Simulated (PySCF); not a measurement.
From one molecule to another.

First species: SnH₄.
SMILES: `[H][Sn]([H])([H])[H]`

Second species: C₇H₁₀N₂.
Z-matrix (Å and degrees, PBE0-D3(BJ)/def2-SVP geometry), rows numbered from 1:
```
C 
N   1  1.2604
C   2  1.4439  1  118.08
C   3  1.5105  2  112.77  1   117.90
C   4  1.3421  3  119.89  2  -120.03
C   4  1.4783  3  119.26  2    62.01
C   6  1.3479  4  123.58  3    -1.39
N   6  1.4046  4  114.91  3   174.55
C   8  1.2646  6  119.60  4   131.79
H   1  1.1097  2  123.15  3     0.30
H   1  1.0996  2  119.74  3  -179.63
H   3  1.1079  2  112.27  1    -5.01
H   3  1.1048  2  107.26  1  -122.82
H   5  1.0929  4  121.01  3     1.78
H   5  1.0914  4  120.76  3  -176.93
H   7  1.0892  6  121.09  4    -4.41
H   7  1.0921  6  120.44  4   175.39
H   9  1.1072  8  122.97  6    -2.98
H   9  1.0993  8  119.42  6   177.02
```

Levels: wB97X-D/def2-SVPD for dipole moment, HOMO energy, LUMO energy, HOMO–LUMO gap and static isotropic polarisability; TDDFT wB97X-D/def2-SVPD for lowest singlet excitation; TDA wB97X-D/def2-SVPD for lowest triplet excitation (Tamm–Dancoff). Geometries: PBE0-D3(BJ)/def2-SVP. Each structure is a single optimised conformer of the isolated species (atoms past krypton carry core potentials, spin–orbit coupling is left out); the electronic structure was computed with PySCF and density fitting.

The conformers computed, where there is a choice (atom-mapped SMILES and torsion angles):
- `[CH2:1]=[N:2][CH2:3][C:4](=[CH2:5])[C:6](=[CH2:7])[N:8]=[CH2:9]`: C1–N2–C3–C4 118°, N2–C3–C4–C5 -120°, C3–C4–C6–C7 -1°, C4–C6–N8–C9 132°

```json
{"property": "dipole moment", "column X": "0.00 D", "column Y": "1.42 D"}
{"property": "HOMO energy", "column X": "-11.02 eV", "column Y": "-8.26 eV"}
{"property": "LUMO energy", "column X": "1.34 eV", "column Y": "0.68 eV"}
{"property": "HOMO–LUMO gap", "column X": "12.36 eV", "column Y": "8.94 eV"}
{"property": "lowest singlet excitation", "column X": "8.24 eV", "column Y": "4.47 eV"}
{"property": "lowest triplet excitation (Tamm–Dancoff)", "column X": "7.41 eV", "column Y": "3.15 eV"}
{"property": "static isotropic polarisability", "column X": "44.7 au", "column Y": "103.7 au"}
```

Problem. Which column belongs to which species?

Solution. Column X is the first species and column Y the second. The first has 5 atoms and 54 electrons, the second 19 and 66.

Problem. How does each property change from the first species to the second?

Solution. dipole moment +1.42 D; HOMO energy +2.76 eV; LUMO energy -0.66 eV; HOMO–LUMO gap -3.42 eV; lowest singlet excitation -3.77 eV; lowest triplet excitation (Tamm–Dancoff) -4.26 eV; static isotropic polarisability +59.0 au.

On the first: The vertical singlet–triplet gap S1 − T1 is 0.83 eV (TDDFT singlet less Tamm–Dancoff triplet). No computed singlet falls in the visible range (750 to 380 nm, 1.65 to 3.26 eV); S1 lies 4.98 eV above its blue end. Atoms past krypton carry effective core potentials; spin–orbit coupling is left out.

On the second: S1 lies 4.47 eV below the HOMO–LUMO gap; its leading configuration is HOMO→LUMO, weight 0.32, beside HOMO−1→LUMO, weight 0.19.
